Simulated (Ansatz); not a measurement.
Cartesian coordinates in Å:
```
F -0.356 2.189 -0.457
C -0.588 0.854 -0.287
C -0.165 0.250 1.064
C 0.339 -0.958 0.281
F 1.491 -1.527 0.678
F -0.590 -1.935 0.191
C 0.383 -0.093 -0.985
F 0.013 -0.656 -2.161
H -1.626 0.635 -0.546
H -0.937 0.063 1.805
H 0.666 0.806 1.499
H 1.370 0.372 -1.083
```

Charge 0, multiplicity 1.

Question: List the CAM-B3LYP/def2-TZVPP orbital energies in eV (the Gaussian-basis code of Ansatz). (An estimate is asked.)

Answer: Computed: Occupied: -674.44, -674.43, -674.08, -673.97, -283.93, -281.86, -281.82, -279.86, -37.13, -35.80, -35.59, -35.42, -26.78, -21.66, -21.08, -19.20, -18.13, -17.67, -16.99, -16.84, -15.92, -15.68, -15.12, -14.49, -14.30, -13.90, -13.48, -13.33, -13.09, -11.59, -11.13, -10.77. Lowest empty: 1.63, 2.14, 2.84, 3.36, 3.48, 3.66, 4.10, 5.08.
